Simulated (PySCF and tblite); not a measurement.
Results of a calculation; reference values are marked as such.
System: C7H5FS, numbered as in [F:1][c:2]1[cH:3][cH:4][c:5]([CH:6]=[S:7])[cH:8][cH:9]1.

Motion: rotation about the C5–C6 bond (torsion C4–C5–C6–S7 from -180° to 0°, rising). GFN2-xTB gives an electronic barrier of 7.5 kcal/mol.

Question: What does PBE0/pcSseg-1 + D3(BJ) give on GFN2-xTB geometries?

Answer: A barrier of 9.9 kcal/mol, 2.4 above the tight-binding barrier (from unrounded values) and, with GFN2-xTB thermal terms, ΔG‡(298 K) = 9.7 kcal/mol and k = 9.4×10⁵ s⁻¹ (2 equivalent paths).

Programs: tblite and PySCF.
